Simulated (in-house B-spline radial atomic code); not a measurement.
Values are calculated unless marked as measured or tabulated.
# Building a PAW p channel for Te, r_c = 2.76 bohr

Te, [Kr] 4d10 5s2 5p4, non-relativistic PBE, spherical and spin-unpolarised, from a B-spline radial code for spherical atoms (atomic units; all potentials screened as in the neutral atom).

Two all-electron partial waves φ1, φ2 are integrated outwards at E1 = ε(5p) = -0.221165 and E2 = E1 + 2 hartree; φ1 is the bound orbital and φ2 has unit norm inside r_c = 2.7605 bohr. Smooth partners are polynomials, r^2(a0 + a1 r² + a2 r⁴ + a3 r⁶), matched to φ and three derivatives at r_c, with no condition on the norm. The local potential is -3.51673 + (1.04264) r² + (-0.130557) r⁴ + (0.00608192) r⁶ inside 2.3205 bohr and the all-electron one outside.

| wave | φ(r_c) | φ'(r_c) | a0 | a1 | a2 | a3 |
| --- | --- | --- | --- | --- | --- | --- |
| 1 | 0.6162453 | -0.1903911 | 0.371617 | -0.07052857 | 0.005476446 | -0.00016115 |
| 2 | 1.050243 | 0.4582706 | -1.076356 | 0.4234804 | -0.04747473 | 0.001681197 |

Inside r_c the overlaps are <φi φj> = [[0.59401, -0.12059], [-0.12059, 1.00000]] and, for the smooth waves, [[0.63631, -0.10414], [-0.10414, 0.92015]]. With χj = (Ej − T − V_local) applied to smooth wave j, the program's quadrature gives the matrix B_ij = <smooth i, χj> as [[0.20309, -0.30085], [-0.33375, 1.01915]].

(1) Check the match of the first wave, and find the augmentation charges q_ij.

(2) B isn't symmetric. Show that D_ij = B_ij + Ej q_ij is.

Solving (T + V_local + Σ p D p) ψ = E (1 + Σ p q p) ψ in a sphere of 9 bohr, whose wall lifts the free-atom level a little, gives these levels:

| all-electron | one projector | two projectors |
| --- | --- | --- |
| -0.220999 | -0.220999 | -0.220999 |
| 0.099468 | 0.098827 | 0.099344 |
| 0.438859 | 0.433362 | 0.438253 |
| 0.937310 | 0.909918 | 0.936304 |
| 1.586850 | 1.487100 | 1.586700 |

(3) What does the second projector gain?

Answers

(1) At r_c the four terms are 2.83186, -4.09559, 2.42340, -0.54342, which sum to 0.6163, φ1(r_c) to rounding. q_ij is the all-electron overlap less the smooth one: [[-0.04231, -0.01645], [-0.01645, 0.07985]]. The smooth first wave has a norm of 0.6363 inside r_c against 0.5940, so q11 is negative and must stay small enough for the overlap operator to be positive.

(2) Integrating by parts gives B12 − B21 = (E1 − E2) q12: -0.30085 − (-0.33375) = 0.03289, and −2 × (-0.01645) = 0.03289. So D12 = -0.30085 + (1.778835)(-0.01645) = -0.33011 and D21 = -0.33375 + (-0.221165)(-0.01645) = -0.33011; D11 = 0.21244, D22 = 1.16119. The projectors, p = (B⁻¹)ᵀ χ, are dual to the smooth waves; det B = 0.11.

(3) With one projector the errors are 0.00, -0.64, -5.50, -27.39, -99.75 millihartree. With two the errors are 0.00, -0.12, -0.61, -1.01, -0.15 millihartree. The scattering is exact at E1 and at E2 = 1.779, and over all levels compared the largest error is 1 millihartree. The lowest eigenvalue of the overlap operator is 0.8037 with one and 0.8779 with two projectors. The smooth orbital alone needs a cutoff of 2.69 hartree for 1 millihartree of kinetic energy, against 5.51 for a norm-conserving Troullier-Martins orbital of the same radius; part of the gain comes from giving up the norm, part from the simpler form.
